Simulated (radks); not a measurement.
The numbers below are computed, except where a source is named.
Problem. The mean radii <r> (bohr) of the occupied orbitals of an atom or ion are listed with their occupations. Code: a radial shooting solver on a logarithmic mesh with Libxc functionals. Model: non-relativistic Kohn-Sham, LDA (Slater exchange, Perdew-Wang correlation), spin-unpolarised, spherical densities, point nucleus.

| orbital | occ. | <r> |
|---|---|---|
| 1s | 2 | 0.01824 |
| 2s | 2 | 0.07665 |
| 2p | 6 | 0.06471 |
| 3s | 2 | 0.1925 |
| 3p | 6 | 0.1831 |
| 3d | 10 | 0.1593 |
| 4s | 2 | 0.4178 |
| 4p | 6 | 0.4194 |
| 4d | 10 | 0.4206 |
| 4f | 14 | 0.4188 |
| 5s | 2 | 0.8348 |
| 5p | 2 | 0.8630 |

Name the element and its charge.

Solution. Z = 83, bismuth, charge +19: Bi19+ in [Kr] 4d10 4f14 5s2 5p2. The 1s radius gives Z: for a bare nucleus <r> = 1.5/Z, 0.01807 bohr for Z = 83, and screening makes it slightly larger (0.01824 here). The occupations add up to 64, and the charge is Z minus that.
